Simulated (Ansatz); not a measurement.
def2 core potentials replace the inner electrons of Sn.

A geometry relaxed with PBE0-D3(BJ)/def2-SVP (Ansatz, a first-principles code), charge 0, multiplicity 1:

```xyz
17

Cl     1.6140     3.0395     0.6911
H     -1.7348    -0.5397     1.5247
C     -0.0719    -1.5530    -0.4869
H     -0.0620    -0.6235     2.1263
C     -1.1520     0.6906    -0.9217
H     -0.8247     0.9610     1.8193
H      0.3180    -1.5852    -1.5161
Cl     2.6071     0.8260    -2.2004
C     -0.2614    -0.1249     0.0059
C     -0.7360    -0.0731     1.4517
Sn     1.7009     0.8119    -0.0373
H      0.6116    -2.1246     0.1599
H     -2.1656     0.2512    -0.9335
Cl     3.2278    -0.3094     1.3453
H     -0.7777     0.6905    -1.9571
H     -1.0470    -2.0726    -0.4832
H     -1.2466     1.7356    -0.5882
```

Q: Write the SMILES of this molecule.

A: `C[C](C)(C)[Sn]([Cl])([Cl])[Cl]`
